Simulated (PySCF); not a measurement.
r2SCAN0 on Ti- (titanium, charge -1), [Ar] 3d3 4s2, high-spin 4F determinant. Calculation: PySCF 2.14, in def2-TZVPPD (6s6p4d2f1g, 67 functions); the non-relativistic Hamiltonian (point nucleus).

```
cycle= 1 E= -849.31028403264  delta_E= -0.00868  |g|= 0.0285  |ddm|= 0.312
cycle= 2 E= -849.310379255646  delta_E= -9.52e-05  |g|= 0.0325  |ddm|= 0.188
cycle= 3 E= -849.310850111535  delta_E= -0.000471  |g|= 0.00757  |ddm|= 0.0404
cycle= 4 E= -849.310874539421  delta_E= -2.44e-05  |g|= 0.00146  |ddm|= 0.0263
cycle= 5 E= -849.310875446977  delta_E= -9.08e-07  |g|= 0.000148  |ddm|= 0.00427
cycle= 6 E= -849.310875463495  delta_E= -1.65e-08  |g|= 7.51e-06  |ddm|= 0.000331
cycle= 7 E= -849.310875463713  delta_E= -2.18e-10  |g|= 1.68e-06  |ddm|= 0.000141
converged SCF energy = -849.310875463713  <S^2> = 3.7873252  2S+1 = 4.0186193
```

Highest occupied orbital energy: 1.138 eV; ⟨L²⟩ = 12.01; populations by l: s 8.00, p 12.00, d 3.00, f 0.00.

Question: Can this result be used?

Answer: With care. The run converged. At r2SCAN0 the highest occupied level has a positive energy, so only the finite basis holds that electron; in a semilocal or global hybrid functional this comes from self-interaction and does not mean that the real anion is unbound.
